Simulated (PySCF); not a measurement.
[PySCF 2.14.0 with density-fitted response routines: GIAO PBE0/pcSseg-1 shieldings; GFN2-xTB geometry; a single conformation; non-relativistic; isolated molecule; averaged over atoms made equivalent by symmetry, fast rotation or ring inversion]

Scale: TMS for 1H (31.72 ppm) and 13C (186.93 ppm) (reference shieldings calculated alike). Shifts are as computed. Against solution values, carbons near 30 ppm lie about +3 ppm off and those near 130 ppm about +5 ppm. Of 1211 compounds with measured shifts, 218 miss one by over three times the rms of a fit or turn the order of signals round; such compounds aren't used in these exercises. OH and NH positions are gas-phase values without hydrogen bonding to other molecules.

Task: Order these molecules by the shift of their most shielded carbon, lowest δ first.
A. C#Cc1nn(CC)nc1[SiH3]
B. CC(C)(C)c1ocpc1[SiH3]
C. Cc1c(C2CC2)c(=O)c1=O

Result: C (12.8 ppm, three-membered-ring carbon), A (19.4 ppm, methyl carbon), B (31.6 ppm, methyl carbon).

Task: Order these molecules by the shift of their most deshielded carbon-bound hydrogen, lowest δ first.
A. N[Si]1(N)CC[C@@H]1F
B. CC(C)(C)c1ocpc1[SiH3]
C. Cc1c(C2CC2)c(=O)c1=O
D. C[C@H]1C=C[P@](=O)(C[SiH3])C=C1
E. C#Cc1nn(CC)nc1[SiH3]

Result: C (2.52 ppm, hydrogen on a methyl carbon on an unsaturated ring), E (4.53 ppm, hydrogen on an sp3 CH2 bonded to N), A (5.39 ppm, hydrogen on an sp3 CH bonded to F and Si), D (6.65 ppm, hydrogen on an alkene CH), B (8.86 ppm, hydrogen on an aromatic CH next to the ring oxygen).

Task: How many 13C and 1H signals does each give (equivalence by symmetry and fast rotation, but not about amide C–N or C=N bonds)? `C[C@H]1C=C[P@](=O)(C[SiH3])C=C1`, `Cc1c(C2CC2)c(=O)c1=O`, `CC(C)(C)c1ocpc1[SiH3]`, `C#Cc1nn(CC)nc1[SiH3]`, `N[Si]1(N)CC[C@@H]1F`

Result: C[C@H]1C=C[P@](=O)(C[SiH3])C=C1: 5 C, 6 H; Cc1c(C2CC2)c(=O)c1=O: 7 C, 4 H; CC(C)(C)c1ocpc1[SiH3]: 5 C, 3 H; C#Cc1nn(CC)nc1[SiH3]: 6 C, 4 H; N[Si]1(N)CC[C@@H]1F: 3 C, 7 H.
